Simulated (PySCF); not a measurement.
**A series of derivatives of C[SiH2]N[SiH](N)S**

Parent skeleton `[CH3:1][SiH2:2][NH:3][SiH:4]([NH2:5])[SH:6]`; one hydrogen on atom 4 is replaced by X. Hydrogens on one atom are averaged.

- geometry: GFN2-xTB
- PBE0/pcSseg-1 with gauge-including orbitals
- run in PySCF
- averaged over atoms made equivalent by symmetry, fast rotation or ring inversion, one computed conformer, no solvent model, relativity neglected

Referencing at the same level of theory: 13C (σref 186.93), 29Si (σref 349.16), 1H (σref 31.72) against TMS; 15N (σref 267.73) vs NH3; CS2 for 33S (σref 503.73).

(1) Give δ (ppm) for X = NMe2, C2H5, SH.

(2) Which position responds most, and to which substituents?

Results:

(1) 
```
   X                    SMILES    C1    Si2    N3    Si4    N5      S6  H(C1)  H(Si2)  H(S6)
NMe2  C[SiH2]N[Si@](N)(S)N(C)C   1.0  -32.7  43.0  -18.1  32.8  -192.7   0.45    4.82   0.57
C2H5    CC[Si@@](N)(S)N[SiH2]C  -3.6  -35.5  43.1    0.1  38.3  -230.1   0.19    4.86   0.55
  SH       C[SiH2]N[Si](N)(S)S  -4.5  -36.9  54.6   -2.0  47.6  -168.0   0.19    4.84   0.87
```

(2) S6: from -230.1 ppm with C2H5 to -168.0 ppm with SH.

Experimental scales use liquid or dissolved standards, which lie at an offset from isolated NH3 (liquid NH3: subtract about 20 ppm).
